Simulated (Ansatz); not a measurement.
The same atomization along the group B, Al, Ga.

Isolated molecules relaxed with PBE0-D4/def2-TZVP in Ansatz; ΔE leaves out vibrations. CCSD(T)/CBS is the MP2 limit (def2-TZVPP, def2-QZVPP) plus CCSD(T) − MP2 in def2-TZVPP, frozen cores. This one scheme is used for every species, atoms too. Functionals use def2-TZVPP. Open shells (•) are unrestricted, without spin–orbit coupling. Spin–orbit coupling would lower the free atoms: a little for Al, B, C, F, Si; clearly for Ga. For Ga outer-core shells are correlated without core-valence functions, so the limit isn't a true one: a few kJ/mol of doubt a bond, and 10 to 20 or more in all where bonds break to atoms. Scalar relativity is left out up to krypton.

```csv
reaction,CCSD(T)/CBS(def2) (kJ/mol)
`B[Si](C)(C)F` → 2 C• + F• + B• + 8 H• + Si•,?
`C[Si](C)(F)[AlH2]` → 2 C• + F• + Al• + 8 H• + Si•,4570
`C[Si](C)(F)[GaH2]` → 2 C• + F• + Ga• + 8 H• + Si•,4526
```

Question: Fill in the missing values. (Best estimate.)

Answer: Computed: `B[Si](C)(C)F` → 2 C• + F• + B• + 8 H• + Si•: +4837.5 kJ/mol.

Largest T1 diagnostic: 0.018, for Al•.

For atomizations the MP2-based limit and the directly extrapolated one differ by several kJ/mol either way, and by 10 to 25 for some Ge, Se and Sn compounds, so smaller differences from it don't rank the levels.
